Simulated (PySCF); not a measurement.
Correlation energy of Co⁺ (cobalt, charge +1)

[Ar] 3d7 4s1, 4s spin antiparallel (an excited configuration). All numbers are calculated (PySCF 2.14, the spin-free X2C one-electron Hamiltonian (Gaussian nucleus), in x2c-QZVPPall (11s7p5d4f2g, 103 functions)). Frozen: [Ne]; 16 electrons correlated.

MP2 pair energies summed by pair of shells (mhartree):

| pair | energy | share (%) |
| --- | --- | --- |
| 3p-3d | -199.59 | 35.7 |
| 3d-3d | -194.23 | 34.7 |
| 3p-3p | -58.25 | 10.4 |
| 3s-3d | -41.33 | 7.4 |
| 3s-3p | -29.43 | 5.3 |
| 3d-4s | -24.78 | 4.4 |
| 3p-4s | -6.35 | 1.1 |
| 3s-3s | -4.53 | 0.8 |
| 3s-4s | -0.52 | 0.1 |

Total MP2 correlation energy: -559.01 mhartree.

Same-spin part -182.18 and opposite-spin part -376.82 mhartree; SCS-MP2 scales them by 1/3 and 6/5 to -512.91 mhartree.

This basis was not built for core-valence correlation, so the inner-shell part is incomplete.
